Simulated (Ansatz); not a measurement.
Relaxation of C₄H₁₂O₃Si (20 atoms, charge 0, multiplicity 1), to a largest force component of 0.02 eV/Å in at most 40 steps.

Computed with RHF/6-31G (Ansatz 0.2.0).

```xyz
20
Properties=species:S:1:pos:R:3
Si 0.000 0.000 0.000
C 0.000 0.000 1.870
H -1.000 -0.309 2.240
H 0.768 -0.711 2.240
H 0.232 1.020 2.240
O 1.584 0.000 -0.559
C 2.350 -1.163 -0.836
H 1.719 -1.905 -1.367
H 3.218 -0.893 -1.473
H 2.714 -1.602 0.116
O -0.791 1.371 -0.559
C -2.151 1.418 -0.965
H -2.769 0.822 -0.261
H -2.502 2.471 -0.964
H -2.247 0.998 -1.988
O -0.791 -1.371 -0.559
C -1.536 -2.268 0.250
H -1.225 -2.158 1.310
H -2.619 -2.040 0.157
H -1.349 -3.311 -0.083
```

Task: Where does it end, and by what steps?

Result: It converged. The force dipped under the threshold on the way, but the program's further checks kept it going. Limits of this set-up: no polarisation functions. After 30 steps the energy has fallen by 0.750 eV; H13 moved furthest, 1.78 Å.

| step | energy less start (eV) | largest force component (eV/Å) | accepted |
| --- | --- | --- | --- |
| 0 | 0.0000 | 1.138 | yes |
| 2 | -0.4391 | 0.440 | yes |
| 4 | -0.5580 | 0.262 | yes |
| 6 | -0.6040 | 0.530 | yes |
| 8 | -0.6764 | 0.528 | yes |
| 10 | -0.7127 | 0.563 | no |
| 12 | -0.7351 | 0.083 | yes |
| 14 | -0.7397 | 0.081 | yes |
| 16 | -0.7302 | 0.498 | no |
| 18 | -0.7429 | 0.019 | yes |
| 20 | -0.7441 | 0.020 | yes |
| 22 | -0.7455 | 0.110 | yes |
| 24 | -0.7473 | 0.005 | yes |
| 26 | -0.7487 | 0.040 | yes |
| 28 | -0.7493 | 0.088 | yes |
| 30 | -0.7501 | 0.014 | yes |

```xyz
20
Properties=species:S:1:pos:R:3
Si -0.124 -0.253 0.562
C 0.171 0.173 2.361
H -0.753 0.116 2.924
H 0.890 -0.507 2.802
H 0.556 1.181 2.444
O 1.272 -0.091 -0.343
C 2.003 -0.864 -1.286
H 1.537 -1.827 -1.441
H 2.044 -0.325 -2.223
H 3.007 -1.005 -0.914
O -1.311 0.779 -0.029
C -1.644 1.336 -1.293
H -2.135 0.598 -1.915
H -2.316 2.161 -1.122
H -0.757 1.694 -1.800
O -0.618 -1.846 0.339
C -1.825 -2.588 0.421
H -2.084 -2.776 1.456
H -2.639 -2.057 -0.055
H -1.669 -3.531 -0.080
```

Whether the end is a true minimum wasn't checked by a vibrational analysis.

Run time: 2.4 min on 2 threads of Arm Neoverse N1 (shared host), peak memory 0.26 GiB.
